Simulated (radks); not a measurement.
Task: Radial electron density D(r) = 4 pi r^2 rho(r) of an atom or ion with 49 electrons. All-electron calculation, Dirac Kohn-Sham, B86b exchange with PBE correlation, spin-unpolarised, spherical densities, finite nucleus; Fermi nuclear charge, rms radius of each element as measured or else 0.836 A^(1/3) + 0.57 fm. Program: a radial shooting solver on a logarithmic mesh with Libxc functionals.

```
   r/bohr * D(r) (the largest magnitude, 80.1, reaches the edge; | marks zero)
 0.001007 |*
 0.001343 | *
 0.001792 |  *
  0.00239 |    *
 0.003213 |       *
 0.004285 |           *
 0.005715 |                *
 0.007623 |                        *
  0.01017 |                                *
  0.01356 |                                       *
  0.01809 |                                           *
  0.02412 |                                           *
  0.03243 |                                       *
  0.04326 |                                      *
   0.0577 |                                            *
  0.07695 |                                                      *
   0.1026 |                                                      *
   0.1369 |                                           *
   0.1826 |                                      *
   0.2435 |                                             *
   0.3274 |                                       *
   0.4367 |                    *
   0.5824 |             *
   0.7768 |               *
    1.036 |           *
    1.382 |    *
    1.843 |  *
    2.458 |*
    3.305 |*
    4.408 *
    5.879 *
    7.841 *
```

What is the nuclear charge?

Result: Z = 50. The innermost maximum, from 1s, lies near gamma/Z bohr with gamma = sqrt(1 - (Z/c)^2) = 0.931, here 0.0186 bohr (found: 0.0204), and its height grows with Z. The density is that of the tin ion Sn+ in [Kr] 4d9 5s2 5p2; the configuration itself is not fixed sharply by these data, and Z only to a few units. D(r) has 4 maxima, at r = 0.0204, 0.0896, 0.264, 0.771 bohr, and minima at 0.0403, 0.173, 0.573 bohr, inside which lie 2.04, 11.18, 29.04 electrons.
